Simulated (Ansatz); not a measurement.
Two structures, one formula

The two ends of one reaction step of SiN₂H₉F, closed shell (PBE0-D4/def2-TZVP).

A:

```
13
angstrom
Si -1.6160 -1.1062 0.4212
F 2.2980 -0.6322 -0.0657
H -1.3601 -1.1368 -1.0436
H -1.7203 -2.5175 0.8914
H -2.9181 -0.4389 0.6855
H 0.3316 1.3125 -0.4530
N -0.3829 -0.1476 1.1591
H 1.9417 0.1432 -0.5521
N 1.1100 1.3514 -1.1105
H -0.5459 0.1545 2.1083
H 0.5728 -0.4790 1.0585
H 1.5434 2.2638 -1.0517
H 0.7458 1.2329 -2.0473
```

B:

```json
{"atom": "Si1", "x (Å)": "-0.9087", "y (Å)": "-1.2729", "z (Å)": "0.1629"}
{"atom": "F2", "x (Å)": "0.7617", "y (Å)": "-1.4380", "z (Å)": "-0.1681"}
{"atom": "H3", "x (Å)": "-1.2231", "y (Å)": "-1.0789", "z (Å)": "-1.2873"}
{"atom": "H4", "x (Å)": "-0.9711", "y (Å)": "-2.6244", "z (Å)": "0.7942"}
{"atom": "H5", "x (Å)": "-2.2830", "y (Å)": "-0.8069", "z (Å)": "0.6650"}
{"atom": "H6", "x (Å)": "0.2254", "y (Å)": "0.8992", "z (Å)": "0.4753"}
{"atom": "N7", "x (Å)": "-0.2262", "y (Å)": "0.2717", "z (Å)": "1.1775"}
{"atom": "H8", "x (Å)": "1.3818", "y (Å)": "0.3880", "z (Å)": "-1.2393"}
{"atom": "N9", "x (Å)": "1.1350", "y (Å)": "1.3638", "z (Å)": "-1.0925"}
{"atom": "H10", "x (Å)": "-0.9512", "y (Å)": "0.7594", "z (Å)": "1.6885"}
{"atom": "H11", "x (Å)": "0.5049", "y (Å)": "-0.0260", "z (Å)": "1.8154"}
{"atom": "H12", "x (Å)": "1.9858", "y (Å)": "1.9116", "z (Å)": "-1.1110"}
{"atom": "H13", "x (Å)": "0.5687", "y (Å)": "1.6536", "z (Å)": "-1.8805"}
```

Computed with Ansatz 0.2.0 (basis: def2-TZVPP); correlated methods freeze the cores. B3LYP uses VWN-RPA correlation.

(1) Which structure is lower at CCSD(T), and by how much? (An estimate is asked for; the value comes from the calculation.)

(2) Do the other methods give the same order? (Judge from chemistry; the calculation decides.)

T1 diagnostic: at most 0.010.

Results:

(1) By the calculation: B, by 0.037 eV (electronic energy, against the other); a gap this small isn't resolved in one triple-zeta basis. By their contacts, A is a complex of SiNH₅ ([NH2][SiH3]) + NH₃ + HF and B is a complex of SiNH₆F ([NH3][SiH3][F]) + NH₃.

(2) By the calculation: Not all: BLYP-D4, HF give the other order.

```tsv
method	E(B) − E(A) (eV)
SPW92	-0.158
PBE-D4	-0.042
BLYP-D4	0.009
r2SCAN-D4	-0.107
B97M-V	-0.189
PBE0-D4	-0.057
B3LYP-D4	-0.011
r2SCAN0-D4	-0.100
BHLYP-D4	-0.044
CAM-B3LYP-D4	-0.037
wB97X-V	-0.077
wB97M-V	-0.106
B2PLYP	-0.005
PBE-QIDH	-0.063
RPA on PBE	-0.036
HF	0.067
MP2	-0.025
CCSD	-0.028
CCSD(T)	-0.037
```

Labels in which every atom is bracketed show which atoms are joined, not bond orders.

For scale, one of the runs: CCSD(T)/def2-TZVPP, 261 basis functions, launched by `ansatz run in.yaml --threads 8 --pin off --events-out ev --progress --plain --max-ram 19148MiB`. The run took 45 s on 8 CPU threads of an Intel Xeon Platinum 8488C (shared host), with 6.4 GiB of host memory at its peak.
